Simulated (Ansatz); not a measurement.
Computed with Ansatz on PBE0-D4/def2-TZVP structures; ΔE is electronic, products minus reactants. CCSD(T)/CBS adds triple-zeta CCSD(T) − MP2 to the extrapolated MP2 energy (def2 sets, frozen cores). DFT in def2-TZVPP. For Se outer-core shells are correlated without core-valence functions, which leaves a few kJ/mol of doubt a bond. Scalar relativity is left out up to krypton. One conformer a species, not always the lowest.

Reaction (redistribution): `[SeH][SiH]1C[SiH2]1` + `BBCl` → `ClB[SiH]1C[SiH2]1` + `B[SeH]`

`[SeH][SiH]1C[SiH2]1`:

Z-matrix (Å, degrees):
```
Si
C 1 1.894
Si 1 2.245 2 53.8
Se 1 2.266 2 117.3 3 -106.1
H 1 1.482 2 115.6 3 113.4
H 2 1.089 1 116.7 3 -112.0
H 2 1.088 1 117.2 3 111.8
H 3 1.482 1 121.8 2 101.1
H 3 1.481 1 121.4 2 -101.6
H 4 1.472 1 94.2 2 -76.6
```

`BBCl`:

```xyz
6

B     0.782   -0.377   -0.123
B    -0.698    0.360   -0.076
Cl   -1.469    0.550    1.487
H     0.889   -1.564   -0.251
H     1.799    0.247   -0.021
H    -1.303    0.784   -1.016
```

`ClB[SiH]1C[SiH2]1`:

Z-matrix (Å, degrees):
```
Si
B 1 1.961
Si 1 2.284 2 108.2
C 1 1.906 2 116.9 3 56.2
H 1 1.482 2 122.8 3 -144.1
Cl 2 1.751 1 118.7 3 -51.2
H 2 1.193 1 124.4 3 123.9
H 3 1.479 1 120.4 2 6.9
H 3 1.481 1 121.0 2 -148.3
H 4 1.088 1 115.7 2 155.3
H 4 1.087 1 115.2 2 21.6
```

`B[SeH]`:

Cartesian coordinates in Å:
```
B 0.141 0.535 0.318
Se -0.847 -0.493 -0.936
H 1.030 0.051 0.942
H -0.191 1.673 0.429
H -0.133 -1.765 -0.753
```

```tsv
level	ΔE (kJ/mol)
r2SCAN-D4	-52.1
ωB97X-V	-37.8
ωB97M-V	-41.6
B2PLYP	-45.3
CCSD/def2-TZVPP	-43.4
SCS-MP2/def2-QZVPP	-40.7
MP2/CBS(def2)	-45.7
CCSD/CBS(def2)	-38.9
```

(1) What does CCSD(T)/CBS give? (Best estimate.)

Largest T1 diagnostic among the species: 0.015.

Answers

(1) Computed: -46.3 kJ/mol. The listed levels differ from it by -5.8, 8.5, 4.7, 1.0, 2.9, 5.6, 0.6, 7.4 kJ/mol.

In def2-TZVPP, CCSD(T) changes the Hartree–Fock value by −35.3 kJ/mol (the triples alone add −7.4 kJ/mol) and MP2 by −34.7 kJ/mol. From PBE to PBE0 (25 % exact exchange), in def2-TZVPP and without D4, ΔE moves by +9.0 kJ/mol.
